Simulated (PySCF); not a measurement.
Steps of a relaxation of GdSF

GdSF (singlet in the valence; each metal's 4f electrons, 7 of them, lie in its core potential, out of spins and levels). PySCF 2.14.0, RKS PBE0, Gd lcecp-1-SVP with ECP53, S def2-SVP, F def2-SVP; non-relativistic Hamiltonian with scalar-relativistic core potentials where named; density fitting; no spin-orbit coupling. Origin of the start: template. Columns: position (Å) and force (eV/Å). Energies are counted from the last step; some of the 6 steps are shown. Forces carry noise of the integration grid, about 0.01 to 0.03 eV/Å.

Run from Python with OMP_NUM_THREADS=2. Where DIIS fails, smearing, a level shift and second-order steps follow.
It took 7.9 s on 2 threads of Arm Neoverse V2, on a shared host, from the converged density of the start.

```xyz
3
step 0  E = 0.177 eV
Gd   -0.1580    0.0000   -0.2274    -0.58    0.00    0.15
S     2.0182    0.0000    0.7465    -0.56    0.00    0.03
F    -2.0832    0.0000    0.6342     1.13    0.00   -0.18
```

```xyz
3
step 2  E = 0.011 eV
Gd   -0.1829    0.0000   -0.3723     0.17    0.00   -0.12
S     1.8536    0.0000    0.8151    -0.19    0.00    0.01
F    -1.8937    0.0000    0.7105     0.01    0.00    0.11
```

```xyz
3
step 3  E = 0.001 eV
Gd   -0.1843    0.0000   -0.4233     0.10    0.00    0.10
S     1.8023    0.0000    0.8373    -0.13    0.00   -0.08
F    -1.8410    0.0000    0.7392     0.03    0.00   -0.02
```

**Question.** Where does the relaxation end?

**Answer.** It converges at step 5 in Cs:
```xyz
3
step 5  E = 0
Gd   -0.1823    0.0000   -0.4239
S     1.7950    0.0000    0.8368
F    -1.8356    0.0000    0.7404
```

**Question.** How did the contacts change?

**Answer.** 
```
   contact  start (Å)  end (Å)
Gd1–S2 (S)      2.384    2.345
Gd1–F3 (F)      2.109    2.022
```


An lcecp potential fixes the number of 4f electrons, so in runs with it no electron can move into or out of that shell.
